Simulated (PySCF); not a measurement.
O2Zr, singlet, geometry from GFN2-xTB (such geometries of metal compounds can be far from the true shape) (core potentials on Zr). Base run: PySCF with PBE0/def2-SVP, polarisability.

Input for PySCF:
```python
from pyscf import gto, scf, dft
from pyscf.prop import polarizability

mol = gto.M(
    atom='''
Zr    0.17803134   -0.16744945    0.18175428
O     0.64821640    0.61247191   -1.34669447
O    -1.53837309    0.22477535    0.43792307
''',
    basis='def2-svp',
    ecp={'Zr': 'def2-svp'},
    verbose=4,
)

mf = dft.RKS(mol)
mf.xc = 'pbe0'
mf.kernel()
alpha = mf.Polarizability().polarizability()[2, 2]
print('alpha_zz =', alpha)
```

Variants of this job, named by their change:

```csv
change,alpha_zz (bohr³),basis functions,core-seconds (rough)
base,34.58,59,5
finite field (a.u.) = 2e-4; conv_tol = 1e-6,33.30,59,3
functional = pbe,37.74,59,5
finite field (a.u.) = 0.001; conv_tol = 1e-6,34.57,59,4
finite field (a.u.) = 2e-4; conv_tol = 1e-11,34.58,59,4
"functional = lda,vwn",37.40,59,2
functional = hf,30.08,59,0.7
basis = def2-TZVP,39.15,102,10
finite field (a.u.) = 0.001; conv_tol = 1e-11,34.58,59,4
basis = def2-TZVPD,43.08,120,20
finite field (a.u.) = 0.005; conv_tol = 1e-11,34.62,59,5
finite field (a.u.) = 0.05; conv_tol = 1e-11,43.12,59,7
```

Finite-field rows take the second difference of the energy in a field along z; a small field with loose convergence shows SCF noise divided by the square of the field, and a large one adds hyperpolarisability.
